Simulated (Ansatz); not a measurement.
Cartesian coordinates in Å:
```
O -0.227 1.833 -2.331
C -0.218 1.253 -1.360
Mn -0.187 0.296 0.226
C -0.039 -0.793 1.716
O 0.057 -1.455 2.627
C -1.056 1.614 1.157
O -1.600 2.431 1.728
C 1.484 0.995 0.610
O 2.505 1.418 0.851
C -1.763 -0.561 -0.233
O -2.721 -1.094 -0.510
C 0.760 -1.192 -0.894
F 0.137 -1.448 -2.075
F 0.830 -2.397 -0.276
F 2.039 -0.900 -1.237
```

Charge 0, multiplicity 1.

(1) List the PBE/def2-TZVPP orbital energies in eV (Ansatz 0.2.0). (An estimate is asked.)

Answers

(1) The calculation gave: Occupied: -6373.26, -732.11, -660.56, -660.56, -660.53, -627.51, -627.51, -627.39, -513.18, -513.18, -513.18, -513.18, -512.91, -274.81, -272.81, -272.81, -272.81, -272.81, -272.59, -82.71, -53.01, -53.00, -52.70, -32.50, -30.16, -30.13, -29.52, -29.50, -29.50, -29.49, -29.21, -16.92, -15.75, -14.55, -14.55, -14.41, -14.34, -14.04, -14.02, -13.43, -12.73, -12.67, -12.44, -12.44, -12.32, -12.32, -12.07, -11.98, -11.87, -11.86, -11.83, -11.83, -11.27, -10.90, -10.86, -10.71, -10.71, -9.62, -9.61, -9.19, -7.34, -7.29, -6.95, -6.94. Lowest empty: -2.62, -2.45, -2.45, -2.12, -2.12, -1.91, -1.91, -1.85.
